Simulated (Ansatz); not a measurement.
Frontier orbitals of `[O]=[Re](=[O])(=[O])[F]`.

Cartesian coordinates in Å:
```
O 1.334 0.703 -0.775
Re 0.001 -0.006 -0.019
O 0.151 -1.685 -0.111
O -1.402 0.463 -0.833
F -0.083 0.525 1.739
```

The species carries charge 0 and has multiplicity 1. Correlated methods include outer-core shells of Re, which these sets cover unevenly. Re: def2 effective core potential. The geometry is a stationary point of PBE0-D4/def2-TZVP. Basis def2-TZVPP, the Gaussian-basis code of Ansatz.

A caution on the coupled-cluster cation, which keeps the state that its UHF reference found: large T1 diagnostic of the cation; spin contamination of the cation.

| functional | HOMO (eV) | LUMO (eV) | gap (eV) |
| --- | --- | --- | --- |
| PBE | -8.54 | -3.86 | 4.68 |
| r2SCAN | -8.95 | -3.88 | 5.07 |
| B97M-V | -9.01 | -3.80 | 5.21 |
| PBE0 | -10.21 | -3.19 | 7.02 |
| CAM-B3LYP | -11.66 | -2.13 | 9.53 |
| LC-ωPBE | -12.94 | -0.91 | 12.03 |
| ωB97X-V | -12.60 | -0.97 | 11.63 |
| ωB97M-V | -12.53 | -0.98 | 11.55 |
| HF | -14.42 | 0.24 | 14.66 |

(1) What is the vertical ionisation energy at frozen-core CCSD(T)/def2-TZVPP? (Estimate.)

Results:

(1) Ansatz gave: 12.51 eV (T1 of the cation 0.046).

From PBE to PBE0 the HOMO moves by −1.67 eV and the LUMO by +0.67 eV, and with ωB97M-V by −3.99 and +2.88 eV, so the gap grows from 4.68 to 11.56 eV with exact exchange. −ε(HOMO) differs from that ionisation energy by −3.97 eV with PBE and +0.03 eV with ωB97M-V.

LC-ωPBE has ω = 0.4 bohr⁻¹.
